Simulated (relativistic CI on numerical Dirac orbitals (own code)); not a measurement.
## One change at a time: Te⁶⁺

Base calculation: Dirac-Coulomb-Breit CI, orbitals from a KLI potential per configuration, model QED, unscaled Slater integrals.

Configuration list (outside the closed core [Ar] 3d10): 4s2.4p6.4d10, 4s2.4p6.4d9.5s, 4s2.4p6.4d9.4f, 4s2.4p6.4d9.5p, 4s2.4p6.4d9.5d, 4s2.4p6.4d9.6s, 4s2.4p6.4d9.6p, 4s2.4p6.4d9.5f, 4s2.4p6.4d9.6d, 4s2.4p5.4d10.4f, 4s2.4p6.4d9.7s, 4s2.4p6.4d9.5g, 4s2.4p6.4d9.7p, 4s2.4p6.4d9.6f, 4s2.4p5.4d10.5s, 4s.4p6.4d10.4f, 4s2.4p5.4d10.5p. Double excitations out of closed p, d and f shells are left out; levels of such configurations are missing from the list, as are those of other unlisted configurations, and high levels can miss mixing partners.

The lowest level and the first level of each name with at least 55 % of one term (blank where a level has no safe partner in the second run):

| Level | Base (cm⁻¹) | Shift (cm⁻¹) |
| --- | --- | --- |
| 4s2.4p6.4d10 1S_0 | 0 | 0 |
| 4s2.4p6.4d9.5s 3D_3 | 309060 | +378 |
| 4s2.4p6.4d9.5s 3D_2 | 312447 | +124 |
| 4s2.4p6.4d9.5s 3D_1 | 321068 | +352 |
| 4s2.4p6.4d9.5s 1D_2 | 325292 | -213 |
| 4s2.4p6.4d9.5p 3P°_2 | 405244 | +1070 |
| 4s2.4p6.4d9.5p 3F°_3 | 410813 | +205 |
| 4s2.4p6.4d9.5p 3P°_1 | 418200 | +995 |
| 4s2.4p6.4d9.5p 3F°_2 | 420227 | +391 |
| 4s2.4p6.4d9.5p 3F°_4 | 421230 | +350 |
| 4s2.4p6.4d9.5p 3P°_0 | 426406 | +1134 |
| 4s2.4p6.4d9.5p 1D°_2 | 427943 | -465 |
| 4s2.4p6.4d9.5p 3D°_3 | 429650 | -494 |
| 4s2.4p6.4d9.5p 1P°_1 | 430445 | -576 |
| 4s2.4p6.4d9.5p 3D°_1 | 438640 | -459 |
| 4s2.4p6.4d9.5p 3D°_2 | 441188 | -554 |
| 4s2.4p6.4d9.4f 3P°_0 | 544497 | +2553 |
| 4s2.4p6.4d9.4f 3P°_1 | 546354 | +2498 |
| 4s2.4p6.4d9.4f 3P°_2 | 550057 | +2363 |
| 4s2.4p6.4d9.4f 3H°_6 | 558101 | +1211 |
| 4s2.4p6.4d9.5d 3S_1 | 560293 | +1385 |
| 4s2.4p6.4d9.4f 3H°_5 | 561225 | +1043 |

At this charge configurations can still be misplaced by up to about 7 % of their energy. Levels and lines within the n = 5 or 6 shells can be off by up to 10 % or somewhat more, and those that change n by about 2 %, since core polarisation is missing. 12 of the 14 excited levels that our extract of the measured tables holds in this range could be paired (the sources list more); they are missed by 1610 cm⁻¹ on average and 4670 at most, and levels without a partner can miss by more.

(1) One thing was changed in a second run, which moved the levels as shown. Which?
A. configuration mixing switched off
B. QED terms removed
C. valence Slater integrals scaled by 0.9
D. Breit term removed

Answers

(1) C. Valence Slater integrals scaled by 0.9. Scaling acts on the splittings between terms and on the mixing, and leaves the fine structure of pure LS terms nearly alone; in jj coupling it moves the levels of one term differently.

LS names give the leading component of a level, which can be under half, so a name can repeat, a term be missing and a line seem to break the LS rules.
